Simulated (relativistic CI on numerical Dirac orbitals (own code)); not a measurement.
# Level scheme of Yb²⁴⁺

Computed by Dirac-Coulomb-Breit CI, KLI orbitals optimised for each configuration, model QED, unscaled Slater integrals (own radial code, finite nucleus).

CI space (outside the closed core [Ar] 3d10): 4s2 4p6 4d10, 4s2 4p6 4d9 4f, 4s2 4p5 4d10 4f, 4s2 4p6 4d9 5s, 4s 4p6 4d10 4f, 4s2 4p6 4d9 5p, 4s2 4p6 4d9 5d, 4s2 4p5 4d10 5s, 4s2 4p6 4d9 5f, 4s2 4p5 4d10 5p, 4s2 4p6 4d9 6s, 4s2 4p6 4d9 5g, 4s2 4p6 4d9 6p, 4s2 4p5 4d10 5d, 4s2 4p6 4d9 6d, 4s 4p6 4d10 5s, 4s2 4p6 4d9 6f, 4p6 4d10 4f2, 4p6 4d9 4f3, 4p5 4d10 4f3, 4p6 4d9 4f2 5s, 4p6 4d9 4f2 5p, 4p6 4d9 4f2 5d. Double excitations out of closed p, d and f shells are left out; levels of such configurations are missing from the list, as are those of other unlisted configurations, and high levels can miss mixing partners. These lack a partner that the ground configuration has and come out too high: 4s2 4p5 4d10 5s, 4s2 4p6 4d9 5f, 4s2 4p5 4d10 5p, 4s2 4p6 4d9 6s, 4s2 4p6 4d9 5g.

```tsv
No.	Configuration	Term	J	E (cm⁻¹)	%	Next component (%)	jj configuration (%)
1	4s2 4p6 4d10	1S	0	0	100		closed (100)
2	4s2 4p6 4d9 4f	3P°	0	1369913	100		4d5/2^5 4f5/2 (100)
3	4s2 4p6 4d9 4f	3P°	1	1383656	91	9 3D°	4d5/2^5 4f5/2 (79)
4	4s2 4p6 4d9 4f	3P°	2	1410991	67	28 3D°	4d5/2^5 4f7/2 (46)
5	4s2 4p6 4d9 4f	3H°	5	1420948	64	33 1H°	4d5/2^5 4f5/2 (98)
6	4s2 4p6 4d9 4f	3H°	6	1427645	100		4d5/2^5 4f7/2 (100)
7	4s2 4p6 4d9 4f	3F°	3	1441871	58	33 3D°	4d5/2^5 4f5/2 (83)
8	4s2 4p6 4d9 4f	1D°	2	1442115	42	38 3F°	4d5/2^5 4f5/2 (54)
9	4s2 4p6 4d9 4f	3G°	4	1447912	39	25 3H°	4d5/2^5 4f5/2 (91)
10	4s2 4p6 4d9 4f	3F°	4	1461823	61	27 1G°	4d5/2^5 4f7/2 (93)
11	4s2 4p6 4d9 4f	3G°	5	1475124	73	24 1H°	4d5/2^5 4f7/2 (98)
12	4s2 4p6 4d9 4f	3D°	1	1481764	90	9 3P°	4d3/2^3 4d5/2^6 4f5/2 (45)
13	4s2 4p6 4d9 4f	3D°	3	1482338	42	32 1F°	4d5/2^5 4f7/2 (77)
14	4s2 4p6 4d9 4f	3H°	4	1512912	62	26 1G°	4d3/2^3 4d5/2^6 4f5/2 (89)
15	4s2 4p6 4d9 4f	1D°	2	1516015	49	23 3P°	4d3/2^3 4d5/2^6 4f7/2 (54)
16	4s2 4p6 4d9 4f	3F°	2	1532154	53	36 3D°	4d3/2^3 4d5/2^6 4f5/2 (63)
17	4s2 4p6 4d9 4f	1H°	5	1542380	43	32 3H°	4d3/2^3 4d5/2^6 4f7/2 (96)
18	4s2 4p6 4d9 4f	3G°	3	1554207	63	27 3F°	4d3/2^3 4d5/2^6 4f7/2 (50)
19	4s2 4p6 4d9 4f	3G°	4	1567992	49	34 1G°	4d3/2^3 4d5/2^6 4f7/2 (97)
20	4s2 4p6 4d9 4f	1F°	3	1572038	66	15 3D°	4d3/2^3 4d5/2^6 4f5/2 (48)
21	4s2 4p6 4d9 4f	1P°	1	1859972	99	1 3D°	4d3/2^3 4d5/2^6 4f5/2 (50)
22	4s2 4p6 4d9 5s	3D	3	2248865	100		4d5/2^5 5s (100)
23	4s2 4p6 4d9 5s	1D	2	2256390	53	47 3D	4d5/2^5 5s (99)
24	4s2 4p6 4d9 5s	3D	1	2343589	100		4d3/2^3 4d5/2^6 5s (100)
25	4s2 4p6 4d9 5s	3D	2	2349414	53	47 1D	4d3/2^3 4d5/2^6 5s (99)
26	4s2 4p6 4d9 5p	3P°	2	2553891	59	28 3D°	4d5/2^5 5p1/2 (98)
27	4s2 4p6 4d9 5p	3F°	3	2560549	48	34 1F°	4d5/2^5 5p1/2 (100)
28	4s2 4p6 4d9 5p	3F°	2	2650900	81	12 1D°	4d3/2^3 4d5/2^6 5p1/2 (99)
29	4s2 4p6 4d9 5p	3D°	1	2661962	46	30 3P°	4d3/2^3 4d5/2^6 5p1/2 (97)
30	4s2 4p6 4d9 5p	3F°	4	2712814	100		4d5/2^5 5p3/2 (100)
31	4s2 4p6 4d9 5p	1P°	1	2721921	65	33 3P°	4d5/2^5 5p3/2 (95)
32	4s2 4p6 4d9 5p	1D°	2	2722042	55	32 3P°	4d5/2^5 5p3/2 (97)
33	4s2 4p6 4d9 5p	3D°	3	2733498	73	26 1F°	4d5/2^5 5p3/2 (100)
34	4s2 4p5 4d10 4f	3D	1	2778310	100		4p3/2^3 4f5/2 (100)
35	4s2 4p6 4d9 5p	3P°	0	2792729	100		4d3/2^3 4d5/2^6 5p3/2 (100)
36	4s2 4p5 4d10 4f	3D	2	2801989	79	20 3F	4p3/2^3 4f5/2 (72)
37	4s2 4p6 4d9 5p	3F°	3	2813710	51	40 1F°	4d3/2^3 4d5/2^6 5p3/2 (100)
38	4s2 4p6 4d9 5p	3D°	1	2814359	53	36 3P°	4d3/2^3 4d5/2^6 5p3/2 (97)
39	4s2 4p5 4d10 4f	3G	4	2815849	59	35 1G	4p3/2^3 4f5/2 (99)
40	4s2 4p5 4d10 4f	3G	5	2818785	100		4p3/2^3 4f7/2 (100)
41	4s2 4p6 4d9 5p	3D°	2	2825388	55	24 1D°	4d3/2^3 4d5/2^6 5p3/2 (99)
42	4s2 4p5 4d10 4f	3F	3	2832145	54	38 3D	4p3/2^3 4f5/2 (56)
43	4s2 4p5 4d10 4f	1F	3	2844190	60	21 3G	4p3/2^3 4f7/2 (56)
44	4s2 4p5 4d10 4f	3F	4	2867191	67	30 1G	4p3/2^3 4f7/2 (99)
45	4s2 4p5 4d10 4f	1D	2	2895900	58	37 3F	4p3/2^3 4f7/2 (71)
```

Energies count from the lowest computed level; ° marks odd parity. Filled j subshells are mostly left out of the jj labels.

The mean weight of the leading LS term, summed over parents, in these 45 levels is 68 %, and that of the leading jj configuration (from the same eigenvectors) 85 %, so jj coupling describes them better and the LS labels are nominal.

At this charge energies of transitions that change n are usually good to better than 1 %, and those within a shell (Δn = 0) to a few per cent.

LS names give the leading component of a level, which can be under half, so a name can repeat, a term be missing and a line seem to break the LS rules.
